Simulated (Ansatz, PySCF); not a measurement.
Energy difference R1 → P1 + P2, each structure at its B3LYP-D3(BJ)/def2-TZVP stationary point, reached from a drawn start (curvature not checked).
R1: H4Sn (SMILES [SnH4]), charge 0, multiplicity 1.
P1: H2Sn (SMILES [SnH2]), charge 0, multiplicity 1.
P2, H2 (SMILES [H][H]) (charge 0, multiplicity 1):
```xyz
2

H      0.000     0.000     0.372
H      0.000     0.000    -0.372
```

P less R. No zero-point or thermal terms; no spin–orbit coupling.

Frozen-core correlation throughout. In cc and def2 sets filled d and f shells under p-block atoms count as core.

Programs: Ansatz (a program for electronic structure); PySCF for M06-2X and the D3/D4 terms. No computed number here is a measurement. Elements past Kr take the def2 small-core potentials, without spin–orbit coupling.

| level | reaction energy (eV) |
|---|---|
| HF/def2-SVP | 0.998 |
| revPBE/def2-TZVPP | 0.748 |
| r2SCAN-D3(BJ)/def2-TZVPP | 1.059 |
| M06-2X/def2-TZVPP | 0.905 |
| MP2/def2-SVP | 1.014 |
| SCS-MP2/def2-SVP | 0.970 |
| CCSD/def2-QZVPP | 0.973 |
| CCSD(T)/def2-SVP | (withheld) |
| CCSD(T)/def2-TZVPP | (withheld) |

Some entries are withheld; supply them.


- CCSD(T)/def2-SVP, reaction energy (eV): 0.920
- CCSD(T)/def2-TZVPP, reaction energy (eV): 0.965
